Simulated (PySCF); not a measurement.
1-butanol (C4H10O), SMILES CCCCO.

Geometry optimised at B3LYP-D3(BJ)/def2-SVP. One conformer was computed; it need not be the lowest.

These are B3LYP-D3(BJ)/def2-SVP (PySCF 2.14.0) values and carry that method's errors.

No scaling factor is applied to the harmonic values.

### Question
List the normal modes with their intensities. (Estimate from the structure and the level; the computed values follow.)

### Answer

```csv
mode,ν (cm⁻¹),IR (km/mol),moving atoms (share of kinetic energy)
1,115,4.2,"H 50 %, C 50 %"
2,120,1.7,"C 39 %, H 36 %, O 26 %"
3,187,2.3,"C 50 %, H 28 %, O 22 %"
4,257,1.3,"H 89 %, C 11 %"
5,284,114.9,H 92 %
6,400,0.1,"C 64 %, H 27 %, O 9 %"
7,445,11.8,"C 43 %, O 35 %, H 22 %"
8,753,2.2,H 93 %
9,818,1.4,"H 88 %, C 11 %"
10,911,11.6,"H 56 %, C 44 %"
11,952,0.1,"H 87 %, C 12 %"
12,1015,1.3,"C 71 %, H 26 %"
13,1070,19.2,"C 51 %, H 47 %"
14,1093,63.1,"C 49 %, H 27 %, O 24 %"
15,1125,16.3,"C 50 %, H 37 %, O 13 %"
16,1185,2.3,"H 56 %, C 42 %"
17,1240,49.5,"H 76 %, C 22 %"
18,1241,0.2,"H 76 %, C 23 %"
19,1304,22.1,"H 73 %, C 24 %"
20,1307,0.3,H 92 %
21,1313,0.2,"H 90 %, C 10 %"
22,1388,3.6,"H 68 %, C 31 %"
23,1405,1.6,"H 69 %, C 31 %"
24,1462,7.7,"H 68 %, C 30 %"
25,1466,0.4,"H 91 %, C 9 %"
26,1471,6.2,H 97 %
27,1475,1.1,"H 91 %, C 9 %"
28,1486,3.8,"H 91 %, C 9 %"
29,1512,4.8,"H 91 %, C 8 %"
30,2947,63.8,H 95 %
31,2977,63.0,"H 90 %, C 10 %"
32,3012,26.3,H 95 %
33,3023,17.6,H 97 %
34,3029,47.9,H 95 %
35,3045,6.7,"H 91 %, C 9 %"
36,3077,38.8,"H 90 %, C 10 %"
37,3102,51.1,"H 91 %, C 9 %"
38,3108,32.0,"H 91 %, C 9 %"
39,3831,27.7,H 94 %
```
